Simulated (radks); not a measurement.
All-electron atom: Tm14+ in [Kr] 4d10 4f9.

Method: Dirac Kohn-Sham, relativistic LDA (MacDonald-Vosko exchange, VWN5 correlation), spin-unpolarised, spherical densities, finite nucleus; open shells fill j = l - 1/2 first; Fermi nuclear charge, rms radius 5.2256 fm; computed with a radial shooting solver on a logarithmic mesh with Libxc functionals.

Energy parts (eV):
| part | energy |
|---|---|
| total | -366877.73 |
| kinetic | 404816.73 |
| electron-nucleus | -892530.86 |
| Hartree | 127445.40 |
| exchange-correlation | -6609.00 |

Orbitals (lengths in bohr, moments of r in powers of bohr; <r^-3> diverges for s and p1/2):
orbital  occ.  eigenvalue (eV)  <r^-3>
1s1/2       2        -59106.23       -
2s1/2       2        -10225.18       -
2p1/2       2        -9771.672       -
2p3/2       4        -8802.959   12720
3s1/2       2        -2526.358       -
3p1/2       2        -2324.587       -
3p3/2       4        -2119.750    2794
3d3/2       4        -1772.283   478.6
3d5/2       6        -1727.254   416.8
4s1/2       2        -726.5697       -
4p1/2       2        -644.6688       -
4p3/2       4        -596.9678   652.7
4d3/2       4        -460.6415   98.22
4d5/2       6        -451.6488   84.28
4f5/2       6        -281.6946   15.99
4f7/2       3        -280.0167   15.44
5s1/2       0        -296.1636       -
5p1/2       0        -266.6932       -
5p3/2       0        -254.9170   164.7

The highest occupied level is 4f7/2 at -280.02 eV. The configuration is held as typed, so some empty levels lie below it. For comparison, the ionisation energy in NIST's Atomic Spectra Database is 317 eV (theoretical). In exact Kohn-Sham theory the highest level is minus the ionisation energy, but local and semilocal functionals leave it too shallow, through self-interaction and a potential that decays too fast; potentials with the right tail come closer. The density falls to 0.001 e/bohr^3 at r = 1.84 bohr. The electron density at the nucleus is 9.358e+05 e/bohr^3.

Beside tabulated values, note that spin-unpolarised runs miss the spin-polarisation part of the exchange energy of open shells.
